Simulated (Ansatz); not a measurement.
Abridged output of a molecular run in Ansatz:

```
Functional definition: HF
1447 factors; integrals over basis functions are off by at most 8.8e-4 eV
mean field evaluation 1: about -12721.1384 eV, gradient 5.3e1 eV
mean field evaluation 2: about -12721.4740 eV, gradient 5.3e1 eV
mean field evaluation 4: about -12727.0810 eV, gradient 6.0e0 eV
mean field evaluation 8: about -12727.2015 eV, gradient 5.5e-1 eV
mean field -12727.20251673 eV, -467.7160656822 hartree, gradient 2.7e-6 eV, S^2 0.000000; 0 other end points of the search recorded, 0 dependent functions left out
7 core orbitals not correlated: weight in the atoms' cores, before any rotation towards them, 1.000 or more for the frozen orbitals, at most 0.000 for the correlated occupied ones
reference -12727.20251673 eV, -467.7160656822 hartree; 20, 20 occupied and 211, 211 virtual orbitals, 1447 factors
second order -38.21907341 eV of doubles, -0.00000000 eV of singles
cycle   1  -37.41513546 eV  change    8.0e-1 eV  update   1.3e-1
cycle   2  -38.29808343 eV  change   -8.8e-1 eV  update   3.8e-2
cycle   3  -38.48572404 eV  change   -1.9e-1 eV  update   1.7e-2
cycle   4  -38.46486940 eV  change    2.1e-2 eV  update   4.1e-3
cycle   5  -38.46546864 eV  change   -6.0e-4 eV  update   1.8e-3
cycle   6  -38.46780993 eV  change   -2.3e-3 eV  update   4.6e-4
cycle   7  -38.46774769 eV  change    6.2e-5 eV  update   1.6e-4
cycle   8  -38.46766109 eV  change    8.7e-5 eV  update   4.7e-5
cycle   9  -38.46768516 eV  change   -2.4e-5 eV  update   1.5e-5
perturbative correction -1.49466056 eV, -0.0549277626 hartree
Total energy: -12767.16486246 eV, -469.1846548003 hartree
```

Its atoms:

```xyz
9

N    -1.211    0.819    2.201
C    -0.909    0.568    1.123
C    -0.544    0.258   -0.247
C     0.800   -0.443   -0.351
F     0.802   -1.601    0.304
F     1.068   -0.695   -1.636
F     1.785    0.310    0.134
H    -1.299   -0.392   -0.694
H    -0.492    1.177   -0.834
```

**Question.** Which basis set was used?
A. cc-pV(T+d)Z
B. cc-pV(Q+d)Z
C. cc-pV(D+d)Z
D. def2-SVP

**Answer.** A. It gives 238 functions.

**Question.** Write the keys of the input that set method, charge and spin (a neutral closed shell needs none for the last two).

**Answer.** 
```yaml
correlation: {method: ccsd_t}
```
